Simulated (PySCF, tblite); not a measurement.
Species: CH5Cl2NSi3.
Structure used (GFN2-xTB), in Å, numbered top down from 1:
```xyz
12
CH5Cl2NSi3 angstrom
N     -2.512    2.334    1.000
C     -2.193    1.251    0.806
Si    -1.636   -0.499    0.459
Si     0.119   -0.403   -1.077
Si     2.200    0.048   -0.148
Cl     2.575   -1.350    1.284
Cl     2.176    1.862    0.763
H     -2.866   -1.167    0.017
H     -1.276   -1.019    1.783
H      0.191   -1.688   -1.791
H     -0.163    0.593   -2.122
H      3.387    0.038   -0.999
```

Computed with CAM-B3LYP/def2-SVPD in PySCF (dipole) on a GFN2-xTB geometry, gas phase.

Take the most abundant isotopes and a rigid rotor. The values belong to one conformer with, in the numbering `[N:1]#[C:2][SiH2:3][SiH2:4][SiH:5]([Cl:6])[Cl:7]`, C2–Si3–Si4–Si5 82°, Si3–Si4–Si5–Cl6 56°.

(1) Give the principal moments of inertia and the rotational constants in cm⁻¹.

(2) What kind of rotor is it?

(3) What does the inertial defect say?

(4) Give the other two planar moments, Paa and Pbb, and the rms extents of the mass along the axes.

(5) List the rotational levels J(Ka,Kc) to J = 2 (MHz).

(6) Predict some low-J microwave lines.

(7) Estimate the classical rotational partition function at 100 K, 298.15 K and 500 K.

Results:

(1) Ia = 392.10, Ib = 831.25, Ic = 990.17 u·Å²; 505379 MHz·u·Å²/I gives 1289, 608.0 and 510.4 MHz, that is A = 0.04299, B = 0.02028, C = 0.01702 cm⁻¹.

(2) An asymmetric top: κ = (2 × 608.0 − 1289 − 510.4)/(1289 − 510.4) = -0.75.

(3) Not planar: Δ = Ic − Ia − Ib = -233.18 u·Å². For a rigid frame Δ = −2 Σ m c², so Σ m c² = 116.59 u·Å² lies off the ab plane: 14.68 from hydrogen and 101.91 from heavier atoms. The atom farthest from that plane is 2.46 Å away.

(4) Paa = Σ m a² = (Ib + Ic − Ia)/2 = 714.66 and Pbb = Σ m b² = (Ia + Ic − Ib)/2 = 275.51 u·Å². With the mass M = 184.91 u, the rms extents √(P/M) along a, b and c are 1.97, 1.22, 0.79 Å.

(5) Above 0(0,0):
J = 1: 1(0,1) 1118, 1(1,1) 1799, 1(1,0) 1897
J = 2: 2(0,2) 3345, 2(1,2) 3938, 2(1,1) 4231, 2(2,1) 6274, 2(2,0) 6284
The levels of one J sum to (2J + 1)J(J + 1)(A + B + C)/3.

(6) The dipole components are |μa| = 1.61 D, |μb| = 3.73 D, |μc| = 1.71 D. The squared components, which scale the intensities, stand as 0.19 : 1.00 : 0.21 (a : b : c). Some lines, for components of 0.1 D or more:

```
type  branch         J(Ka,Kc)   MHz  lower level (cm⁻¹)
   c       Q  3(1,3) ← 3(0,3)   479               0.222
   a       Q  3(1,2) ← 3(1,3)   585               0.238
   b       Q  2(1,1) ← 2(0,2)   886               0.112
   a       Q  4(1,3) ← 4(1,4)   972               0.380
   b       Q  4(1,3) ← 4(0,4)  1330               0.368
   b       R  2(0,2) ← 1(1,1)  1546               0.060
   b       Q  2(2,0) ← 2(1,1)  2053               0.141
   a       R  2(1,2) ← 1(1,1)  2139               0.060
   c       R  2(1,1) ← 1(0,1)  3113               0.037
   a       R  3(1,3) ← 2(1,2)  3203               0.131
   b       Q  4(3,1) ← 4(2,2)  3544               0.475
   b       Q  3(3,1) ← 3(2,2)  3654               0.321
   a       R  4(1,4) ← 3(1,3)  4261               0.238
   c       R  2(2,1) ← 1(1,1)  4475               0.060
   a       R  4(3,1) ← 3(3,0)  4495               0.443
   c       Q  4(4,1) ← 4(3,1)  5088               0.593
   b       Q  4(4,0) ← 4(3,1)  5088               0.593
   b       Q  4(4,1) ← 4(3,2)  5092               0.593
   c       R  4(2,2) ← 3(1,2)  6509               0.258
   b       R  3(3,0) ← 2(2,1)  7010               0.209
   c       R  4(4,0) ← 3(3,0)  9583               0.443
```

(7) Point group C1, symmetry number σ = 1; q = (√π/σ)·√((kT/h)³/(ABC)), k/h = 20836.6 MHz/K: 267000 at 100 K, 1370000 at 298.15 K, 2980000 at 500 K.

Its lowest GFN2-xTB frequency is 4 cm⁻¹, too small to tell a flat minimum from a shallow saddle. No vibrational averaging or centrifugal distortion is included, and the geometry carries the error of its method. Quadrupole hyperfine structure (14N, 35Cl) is left out.
